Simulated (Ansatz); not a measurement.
Total energies of `F[SiH](S)I`.

Cartesian coordinates in Å:
```
F -0.0982 1.2725 1.2602
Si 0.4227 0.1572 0.2517
S -0.8834 -1.4976 0.1780
I 0.6600 1.2444 -1.9025
H 1.7271 -0.3333 0.7323
H -1.8282 -0.8432 -0.5198
```

Total charge 0; spin multiplicity 1. Correlated methods freeze the filled d shell of I. I: def2 effective core potential. Geometry: relaxed with PBE0-D4/def2-TZVP. It is one conformer, not always the lowest. Basis def2-TZVPP, Ansatz.

RPA on PBE orbitals: Hartree–Fock energy of these orbitals -1083.88602 Eh, correlation -1.11564 Eh (frozen core).

| functional | energy without D4 (Eh) | D4 term (kJ/mol) |
| --- | --- | --- |
| revPBE | -1086.51380 | -45.6 |
| ωB97M-V | -1086.56291 | – |

(1) Give the same for LDA (SPW92), PBE, BLYP, r2SCAN, B97M-V, PBE0, B3LYP, r2SCANh, r2SCAN0, HSE06 (plane-wave form), BHLYP, CAM-B3LYP, LC-ωPBE, ωB97X-V, B2PLYP, PBE-QIDH. (An estimate is asked.)

B3LYP takes the VWN-RPA correlation (the form of Gaussian; ORCA's B3LYP/G). HSE06 is the plane-wave form, built on full-range PBE exchange. The double hybrids freeze the cores in their second-order part.

Answers

(1) Computed: 
```tsv
functional	energy without D4 (Eh)	D4 term (kJ/mol)
LDA (SPW92)	-1083.06015	–
PBE	-1086.21567	-18.7
BLYP	-1086.57291	-39.9
r2SCAN	-1086.67012	-4.0
B97M-V	-1086.41866	–
PBE0	-1086.30323	-16.0
B3LYP	-1086.77663	-30.9
r2SCANh	-1086.65117	-4.5
r2SCAN0	-1086.62377	-5.0
HSE06 (plane-wave form)	-1086.28383	-15.2
BHLYP	-1086.55978	-28.2
CAM-B3LYP	-1086.64244	-16.8
LC-ωPBE	-1086.42153	–
ωB97X-V	-1086.49314	–
B2PLYP	-1086.07138	–
PBE-QIDH	-1085.84316	–
```

LC-ωPBE has ω = 0.4 bohr⁻¹.
